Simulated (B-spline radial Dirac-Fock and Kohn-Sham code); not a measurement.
**Two-hole binding energies of Sn²⁺**

System: tin as Sn²⁺, configuration [Kr] 4d10 5s2.

Model: Dirac-Fock energy differences between relaxed states, corrected for Breit and QED terms. Program: a radial finite-basis atomic code. U is the two-hole binding energy less the two single-hole energies, the effective repulsion of the holes after relaxation. Each two-hole energy is an average over J within one jj subconfiguration.

```
          holes  E(a) (eV)  E(b) (eV)  E(ab) (eV)  U (eV)
           1s⁻²    29226.8    29226.8     59256.4   802.7
   1s⁻¹ 2p1/2⁻¹    29226.8     4184.7     33637.7   226.1
   1s⁻¹ 2p3/2⁻¹    29226.8     3957.2     33391.7   207.7
   1s⁻¹ 3p1/2⁻¹    29226.8      787.0           ?       ?
        2p1/2⁻²     4184.7     4184.7      8531.8   162.4
        2p3/2⁻²     3957.2     3957.2      8059.7   145.4
   2s⁻¹ 3p1/2⁻¹     4499.0      787.0      5342.0    56.0
   2s⁻¹ 3d3/2⁻¹     4499.0      520.8      5078.6    58.8
   2p3/2⁻¹ 3s⁻¹     3957.2      914.9      4926.4    54.3
2p3/2⁻¹ 3p1/2⁻¹     3957.2      787.0      4801.9    57.7
2p3/2⁻¹ 3d3/2⁻¹     3957.2      520.8      4537.8    59.9
        3d3/2⁻²      520.8      520.8      1088.2    46.7
        3d5/2⁻²      512.3      512.3      1071.2    46.6
        4d5/2⁻²      49.99      49.99       117.6    17.7
```

Task: Give the missing two-hole energy and U.

Result: E(ab) = 30080.9 eV and U = 67.0 eV.

Values without a named source are computed, but for edge energies of neutral atoms, which are taken from tables.
